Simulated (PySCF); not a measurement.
**`O(C)[C@@H]([SiH3])[C@@H](C)O`, C4H12O2Si**

Geometry:
```tsv
atom	x (Å)	y (Å)	z (Å)
C1	-1.463	2.055	-0.186
O2	-1.304	0.695	-0.495
C3	-0.359	-0.016	0.309
Si4	-1.055	-1.797	0.227
C5	1.046	0.149	-0.278
C6	2.105	-0.587	0.529
O7	1.058	-0.351	-1.597
H8	-0.542	2.627	-0.351
H9	-1.778	2.188	0.857
H10	-2.241	2.434	-0.847
H11	-0.374	0.380	1.333
H12	-0.301	-2.673	1.128
H13	-2.441	-1.695	0.682
H14	-1.006	-2.280	-1.148
H15	1.303	1.225	-0.300
H16	2.105	-0.241	1.559
H17	1.906	-1.654	0.504
H18	3.082	-0.409	0.089
H19	0.249	-0.040	-2.023
```

The calculation used PySCF, TDDFT LC-wPBE/def2-SVPD circular dichroism and optical rotation, one conformer, gas phase. Geometry: GFN2-xTB.

The molecule is flexible and this is one conformer; a measurement averages over conformers.

Stereocentres: C3 S, C5 R.

Give the optical rotatory dispersion at 633, 589.3, 546, 436, 405, 365, 355 nm.

[α] in deg dm⁻¹ (g/mL)⁻¹:
| λ (nm) | origin-invariant length gauge | modified velocity gauge | length gauge (centre of mass) | isotropic polarisability (au) |
| --- | --- | --- | --- | --- |
| 633 | -50.8 | -53.5 | -50.7 | 85.2 |
| 589.3 | -59.0 | -62.2 | -58.9 | 85.4 |
| 546 | -69.3 | -73.0 | -69.1 | 85.8 |
| 436 | -112.3 | -118.4 | -112.0 | 87.1 |
| 405 | -131.9 | -139.2 | -131.7 | 87.7 |
| 365 | -166.2 | -175.5 | -165.9 | 88.8 |
| 355 | -176.9 | -186.9 | -176.6 | 89.1 |

And for the mirror image at 589.3 nm?

+59.0 deg dm⁻¹ (g/mL)⁻¹ (origin-invariant length gauge): the same size and the opposite sign.

What is the molar rotation [Φ] = [α]·M/100 of the geometry above at 589.3 nm?

With M = 120.22 g/mol, -70.9 deg cm² dmol⁻¹ (origin-invariant length gauge).

The first excitation lies at 7.55 eV (164 nm) with R = +6.5 × 10⁻⁴⁰ esu² cm² (velocity form).
